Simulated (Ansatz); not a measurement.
`[CH3][Al]([CH3])[BH][SiH3]` + `BN[SiH3]` → `[SiH3]BN[SiH3]` + `[BH2][Al]([CH3])[CH3]`  (redistribution)

Program: Ansatz. Geometries: PBE0-D4/def2-TZVP. ΔE: electronic, gas phase. CCSD(T)/CBS is the MP2 limit (def2-TZVPP, def2-QZVPP) plus CCSD(T) − MP2 in def2-TZVPP, frozen cores. One conformer a species, not always the lowest.

`[CH3][Al]([CH3])[BH][SiH3]`:

```xyz
15

C     2.200    0.225    1.014
Al    0.300    0.455    0.581
C    -0.424    2.268    0.390
B    -0.928   -1.238    0.254
Si   -1.310   -1.999   -1.561
H     2.821    0.928    0.449
H     2.578   -0.783    0.832
H     2.367    0.447    2.075
H    -1.506    2.325    0.535
H     0.052    2.969    1.083
H    -0.217    2.638   -0.622
H    -1.514   -1.780    1.153
H    -0.282   -1.685   -2.595
H    -1.567   -3.467   -1.609
H    -2.569   -1.303   -1.978
```

`BN[SiH3]`:

```xyz
9

B    -1.438   -0.364    0.479
N    -0.352   -0.377   -0.403
Si    1.184    0.420   -0.177
H    -1.344    0.246    1.506
H    -2.438   -0.958    0.195
H    -0.471   -0.902   -1.259
H     2.290   -0.574   -0.189
H     1.137    1.121    1.125
H     1.433    1.387   -1.278
```

`[SiH3]BN[SiH3]`:

Z-matrix (Å, degrees):
```
Si
B 1 2.024
H 1 1.492 2 114.7
H 1 1.491 2 109.8 3 -121.1
H 1 1.491 2 109.8 3 121.1
N 2 1.399 1 123.9 3 0.0
H 2 1.202 1 118.1 3 -180.0
Si 6 1.752 2 127.8 1 0.0
H 6 1.011 2 116.7 1 -180.0
H 8 1.483 6 110.9 2 -60.8
H 8 1.485 6 106.6 2 179.9
H 8 1.483 6 110.9 2 60.7
```

`[BH2][Al]([CH3])[CH3]`:

Z-matrix (Å, degrees):
```
C
Al 1 1.964
H 1 1.097 2 109.6
H 1 1.095 2 111.2 3 117.3
H 1 1.093 2 114.1 3 -120.2
C 2 1.964 1 118.3 3 -74.8
B 2 2.124 1 121.0 3 105.6
H 6 1.094 2 111.9 1 31.4
H 6 1.093 2 113.6 1 154.2
H 6 1.097 2 109.5 1 -86.6
H 7 1.202 2 123.3 1 -88.9
H 7 1.202 2 123.3 1 91.1
```

| species | CCSD/CBS(def2) energy (Eh) |
| --- | --- |
| `[CH3][Al]([CH3])[BH][SiH3]` | -637.94666 |
| `BN[SiH3]` | -372.21249 |
| `[SiH3]BN[SiH3]` | -662.47849 |
| `[BH2][Al]([CH3])[CH3]` | -347.67394 |

**Question.** Work out ΔE.

**Answer.** ΔE = (-662.47849) + (-347.67394) − (-637.94666) − (-372.21249) = 0.00672 Eh = +17.6 kJ/mol. CCSD(T)/CBS gives +17.5 kJ/mol.

Largest T1 diagnostic among the species: 0.014.

The D4 term adds −3.3 kJ/mol with B3LYP and −1.7 kJ/mol with PBE0; it sums over pairs of atoms, weighted by their polarisabilities, and B3LYP, whose exchange is more repulsive, gets the larger term.

B3LYP here is the variant with VWN-RPA as its local correlation; programs differ in this.
